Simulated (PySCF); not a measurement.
One of the candidates below gave these computed data.

All candidates are C6H6O3.

* 1H NMR: chemical shifts (computed TMS as zero) by class: 8.13 (1 H), 6.59 (1 H), 5.93 (2 H), 4.99 (1 H), 2.87 (1 H) ppm [GIAO PBE0/pcSseg-1]
* Triplet: lowest triplet excitation (Tamm–Dancoff): 3.34 eV [TDA PBE0/def2-SVPD]
* NMR, other nuclei: isotropic shieldings of nuclei other than C and H, by class: -102 (1 O), 92 (1 O), 164 (1 O) ppm [GIAO PBE0/pcSseg-1]
* UV, strongest line: among the 6 lowest singlet transitions: S2 at 5.49 eV (226 nm, f = 0.300) [TDDFT PBE0/def2-SVPD]
* Polarisability: 86.1 au [PBE0/def2-SVPD]
* 13C NMR: chemical shifts (computed TMS as zero) by class: 165.0 (1 C), 164.0 (1 C), 95.8 (1 C), 93.6 (1 C), 87.0 (1 C), 80.9 (1 C) ppm [GIAO PBE0/pcSseg-1]
* Rotational structure: rotational constants A, B, C: 3.383, 0.792, 0.701 GHz [GFN2-xTB]
* Dipole: 2.84 D [PBE0/def2-SVPD]
* UV, first state: lowest singlet excitation: 5.47 eV (227 nm, f = 0.069) [TDDFT PBE0/def2-SVPD]

Gas-phase values; electronic properties from PySCF, density fitting. Levels stand in brackets. Geometry: GFN2-xTB, one conformer, isolated molecule. NMR classes are plain means over equivalent atoms (diastereotopic ones count apart unless rotation or inversion swaps them), as if these changed places fast.

Problem. Which candidate is it?
A. `COC(=O)c1ccoc1`
B. `O=C1C=C(CO)C(=O)C1`
C. `C[C@H]1OC(=O)C=CC1=O`
D. `C#C/C=C\OCOC=O`
E. `CC(=O)Oc1ccco1`

Solution. D. It is `C#C/C=C\OCOC=O`. Numbering: `[CH:1]#[C:2]/[CH:3]=[CH:4]\[O:5][CH2:6][O:7][CH:8]=[O:9]`. Its formula, C6H6O3, gives 4 degrees of unsaturation: 0 rings and 4 π bonds in the structure found. 6 carbons fall into 6 classes; from least to most shielded: vinylic carbon bearing oxygen [C4] (165.0 ppm), ester carbonyl carbon [C8] (164.0 ppm), alkene CH carbon [C3] (95.8 ppm), terminal alkyne carbon [C1] (93.6 ppm), sp3 carbon bearing two oxygens [C6] (87.0 ppm), alkyne carbon [C2] (80.9 ppm). Hydrogen classes from least to most shielded: 1 H on an ester carbonyl carbon, C8 (8.13 ppm), 1 H on a vinylic carbon bearing oxygen, C4 (6.59 ppm), 2 H on an sp3 carbon bearing two oxygens, C6 (5.93 ppm, a mean of values up to 2.0 ppm apart in this geometry), 1 H on an alkene CH carbon, C3 (4.99 ppm), 1 H on a terminal alkyne carbon, C1 (2.87 ppm). The other shieldings belong to: -102 ppm, ester carbonyl oxygen [O9]; 92 ppm, ester single-bonded oxygen [O7]; 164 ppm, ether oxygen [O5]. S1 is mainly HOMO−1→LUMO (weight 0.76); the largest Löwdin shares of the orbital it empties are 0.43 on the terminal alkyne carbon, 0.41 on the alkyne carbon, 0.07 on the alkene CH carbon and 0.04 on the alkyne hydrogen, of the orbital it fills 0.29 on the vinylic carbon bearing oxygen, 0.19 on the alkene CH carbon, 0.17 on the terminal alkyne carbon and 0.13 on the alkyne carbon. The optimised geometry has point group C1 and is an asymmetric top.

The others, at the same levels:
- `CC(=O)Oc1ccco1` fails: its computed 13C shifts are 169.8 (1 C), 160.3 (1 C), 136.6 (1 C), 118.1 (1 C), 99.8 (1 C), 23.8 (1 C) ppm, 1H shifts are 7.06 (1 H), 6.99 (1 H), 6.65 (1 H), 2.30 (3 H) ppm and rotational constant A is 5.005 GHz (against 3.383 GHz).
- `C[C@H]1OC(=O)C=CC1=O` fails: its computed 13C shifts are 202.0 (1 C), 163.6 (1 C), 144.3 (1 C), 143.2 (1 C), 84.4 (1 C), 26.3 (1 C) ppm, 1H shifts are 6.92 (1 H), 6.71 (1 H), 5.01 (1 H), 1.62 (3 H) ppm and lowest singlet excitation is 3.26 eV (380 nm, f = 0.001) (against 5.47 eV).
- `COC(=O)c1ccoc1` fails: its computed 13C shifts are 169.8 (1 C), 154.7 (1 C), 147.3 (1 C), 126.9 (1 C), 118.6 (1 C), 53.7 (1 C) ppm, 1H shifts are 8.27 (1 H), 7.45 (1 H), 7.03 (1 H), 4.07 (3 H) ppm and rotational constant A is 4.716 GHz (against 3.383 GHz).
- `O=C1C=C(CO)C(=O)C1` fails: its computed 13C shifts are 207.0 (1 C), 203.5 (1 C), 175.4 (1 C), 148.3 (1 C), 64.1 (1 C), 45.9 (1 C) ppm, 1H shifts are 7.08 (1 H), 4.99 (2 H), 2.82 (2 H), 0.44 (1 H) ppm and lowest singlet excitation is 3.02 eV (410 nm, f = 0.000) (against 5.47 eV).

Each candidate is one conformer, not necessarily the lowest. Dipoles, sizes and rotational constants follow the conformer. The torsions of the flexible species, by atom-mapped SMILES:
- `[CH:1]#[C:2]/[CH:3]=[CH:4]\[O:5][CH2:6][O:7][CH:8]=[O:9]`: C3–C4–O5–C6 -169°, C4–O5–C6–O7 70°, O5–C6–O7–C8 99°, C6–O7–C8–O9 5°
- `[CH3:1][C:2](=[O:3])[O:4][c:5]1[cH:6][cH:7][cH:8][o:9]1`: C1–C2–O4–C5 180°, C2–O4–C5–C6 0°
- `[CH3:1][O:2][C:3](=[O:4])[c:5]1[cH:6][cH:7][o:8][cH:9]1`: C1–O2–C3–O4 0°, O2–C3–C5–C6 0°
- `[O:1]=[C:2]1[CH:3]=[C:4]([CH2:5][OH:6])[C:7](=[O:8])[CH2:9]1`: C3–C4–C5–O6 3°, H–O6–C5–C4 59°
